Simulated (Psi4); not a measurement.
Relaxed torsion scan: SMILES [SiH3][SiH2]c1ccco1. Scanned: dihedral Si1–Si2–C3–O7; all other coordinates were relaxed at GFN2-xTB. Points at φ and −φ are mirror images.

Geometry of the scan point at -15° (Å):
```
15

Si     2.7032     0.5306     0.2148
Si     1.1540    -1.1821     0.2020
C     -0.5476    -0.3982     0.1124
C     -1.8040    -0.8564    -0.1763
C     -2.6789     0.2477    -0.0707
C     -1.8958     1.3063     0.2753
O     -0.6154     0.9303     0.3873
H      4.0722     0.0039     0.2212
H      2.5829     1.3950     1.3914
H      2.5956     1.3973    -0.9625
H      1.1778    -2.0358     1.4014
H      1.2395    -2.1097    -0.9358
H     -2.0637    -1.8632    -0.4330
H     -3.7382     0.2550    -0.2297
H     -2.1262     2.3371     0.4619
```

Method: PBE-D3(BJ)/def2-SVP // GFN2-xTB run with Psi4.

Scanned values (°): -165, -150, -135, -120, -105, -90, -75, -60, -45, -30, -15, 0, 15, 30, 45, 60, 75, 90, 105, 120, 135, 150, 165, 180.

Locate the minima and the barriers on this grid.

Lower than their neighbours: -60° (0.00 kcal/mol), 60° (0.00 kcal/mol), 180° (0.36 kcal/mol). Higher than their neighbours: -120° (0.84 kcal/mol), 0° (0.48 kcal/mol), 120° (0.84 kcal/mol). The whole profile spans 0.84 kcal/mol.
